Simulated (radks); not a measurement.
Results of a calculation; reference values are marked as such.
All-electron atom: La III in [Xe] 5d1 (the NIST ground configuration).

Level of theory: scalar-relativistic Kohn-Sham, PBE, spin-polarised, spherical densities, finite nucleus; open shells are filled with parallel spins first (spin-orbit coupling, left out, can overturn this in heavy ions); Fermi nuclear charge, rms radius 4.855 fm; hard spherical wall at 1.5 bohr (a radial shooting solver on a logarithmic mesh with Libxc functionals).

Energy parts (eV):
part                      energy
total                 -229580.03
kinetic                249787.74
electron-nucleus      -569008.67
Hartree                 95403.22
exchange-correlation    -5762.32

Orbitals (lengths in bohr, moments of r in powers of bohr; r(90%) holds 90 % of the orbital's charge):
orbital  occ.  eigenvalue (eV)      <r^2>      <r^4>  <1/r>  r(90%)
1s up       1        -38581.34  0.0008540  1.919e-06  62.00  0.0452
1s down     1        -38581.34  0.0008540  1.919e-06  62.00  0.0452
2s up       1        -6015.358    0.01364  0.0003198  14.27   0.166
2s down     1        -6014.810    0.01364  0.0003197  14.27   0.166
2p up       3        -5373.884    0.01086  0.0002337  13.54   0.154
2p down     3        -5373.455    0.01086  0.0002337  13.54   0.154
3s up       1        -1184.472    0.09399    0.01343  5.140   0.421
3s down     1        -1184.202    0.09396    0.01342  5.140   0.421
3p up       3        -980.0160    0.09435    0.01415  4.867   0.428
3p down     3        -979.7144    0.09432    0.01414  4.867   0.428
3d up       5        -684.5912    0.08155    0.01211  4.609   0.412
3d down     5        -684.1443    0.08153    0.01211  4.609   0.412
4s up       1        -166.5182     0.5027     0.3522  2.075   0.962
4s down     1        -165.9855     0.5029     0.3523  2.073   0.962
4p up       3        -101.9037     0.5557     0.4276  1.921    1.01
4p down     3        -101.3988     0.5557     0.4273  1.920    1.01
4d up       5          -5.7950     0.6265     0.5389  1.720    1.08
4d down     5          -5.2536     0.6262     0.5381  1.719    1.08
4f up       0         103.6364     0.6789     0.6296  1.455    1.13
4f down     0         104.2335     0.6782     0.6281  1.456    1.13
5s up       1         134.0735     0.9726      1.227  1.599    1.27
5s down     1         135.2787     0.9717      1.225  1.601    1.27
5p up       3         177.1221     0.9572      1.222  1.630    1.28
5p down     3         178.3636     0.9566      1.221  1.631    1.28
5d up       1         242.4434     0.9092      1.167  1.670    1.28
5d down     0         243.7079     0.9090      1.166  1.670    1.28
6s up       0         553.8091     0.9165      1.230  1.889    1.33
6s down     0         554.5099     0.9171      1.231  1.889    1.33
6p up       0         597.2932     0.8984      1.202  1.891    1.33
6p down     0         597.9851     0.8988      1.204  1.891    1.33

The highest occupied level is 5d up at 242.44 eV. The configuration is held as typed, so some empty levels lie below it. Spin moment in Bohr magnetons: 1. The spin density at the nucleus is -1.274 e/bohr^3 (1s -0.134, 2s -1.561, 3s -0.358, 4s 2.041, 5s -1.262).
